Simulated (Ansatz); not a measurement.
One change: `CSB(C)O` becomes `CB(O)C=[Se]`.

Ansatz, PBE0-D4/def2-TZVP geometries, multiplicity 1. Each molecule was computed in one conformer, which needn't be the lowest.

Scalar relativity is left out up to krypton. Spin–orbit coupling is left out; it splits and shifts lone-pair levels of the heavy atoms by tenths of an eV.

| property | `CSB(C)O` |
| --- | --- |
| LUMO energy (PBE0/def2-TZVPP) / eV | 0.52 |
| LUMO energy (PBE/def2-TZVPP) / eV | -0.43 |
| HOMO–LUMO gap (ωB97M-V/def2-TZVPP) / eV | 11.42 |
| HOMO–LUMO gap (PBE/def2-TZVPP) / eV | 5.42 |
| size of the dipole moment (PBE/def2-TZVPP) / D | 1.16 |
| LUMO energy (ωB97M-V/def2-TZVPP) / eV | 2.17 |

Question: What does the change do to each property? (An estimate is asked.)

Answer: The calculation gave: 
```csv
property,`CB(O)C=[Se]`,shift
LUMO energy (PBE0/def2-TZVPP) / eV,-3.38,-3.90
LUMO energy (PBE/def2-TZVPP) / eV,-4.21,-3.78
HOMO–LUMO gap (ωB97M-V/def2-TZVPP) / eV,7.57,-3.85
HOMO–LUMO gap (PBE/def2-TZVPP) / eV,1.33,-4.09
size of the dipole moment (PBE/def2-TZVPP) / D,1.05,-0.11
LUMO energy (ωB97M-V/def2-TZVPP) / eV,-1.28,-3.45
```

With PBE0 the HOMO rises by 0.37 eV and the LUMO falls by 3.90 eV, so the gap narrows by about 4.27 eV. PBE moves the HOMO by 0.32 eV and ωB97M-V by 0.40 eV. Dipoles are sizes alone; their direction can turn.
